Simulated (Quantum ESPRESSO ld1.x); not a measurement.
Species: Sc2+. Configuration: [Ar] 3d1.

Calculated with ld1.x of Quantum ESPRESSO 7.5: Dirac Kohn-Sham, PBE, spin-unpolarised, spherical densities, point nucleus; open shells fill j = l - 1/2 first.

Energy parts (hartree):
| part | energy |
|---|---|
| total | -763.341 |
| kinetic | 770.077 |
| electron-nucleus | -1803.638 |
| Hartree | 308.793 |
| exchange-correlation | -38.574 |

Orbitals (lengths in bohr, moments of r in powers of bohr; <r^-3> diverges for s and p1/2):
orbital,occ.,eigenvalue (hartree),<1/r>,<r>,<r^2>,<r^-3>,small-component weight
1s1/2,2,-162.1495,20.77,0.07304,0.007175,-,5.65e-03
2s1/2,2,-17.9955,4.307,0.3433,0.1396,-,9.65e-04
2p1/2,2,-14.9473,4.235,0.3058,0.1157,-,9.44e-04
2p3/2,4,-14.7766,4.187,0.3085,0.1175,220.0,9.35e-04
3s1/2,2,-2.5866,1.307,1.073,1.328,-,1.93e-04
3p1/2,2,-1.8110,1.183,1.158,1.576,-,1.65e-04
3p3/2,4,-1.7922,1.173,1.165,1.597,24.43,1.63e-04
3d3/2,1,-0.6588,0.8405,1.571,3.139,1.630,8.99e-05
3d5/2,0,-0.6575,0.8387,1.575,3.151,1.615,8.95e-05

The highest occupied level is 3d3/2 at -17.928 eV. The density falls to 0.001 e/bohr^3 at r = 3.11 bohr. Summed over all electrons, <r^2> = 16.33 bohr^2, which gives a Langevin (diamagnetic) susceptibility term of -12.9 x 10^-6 cm^3/mol.
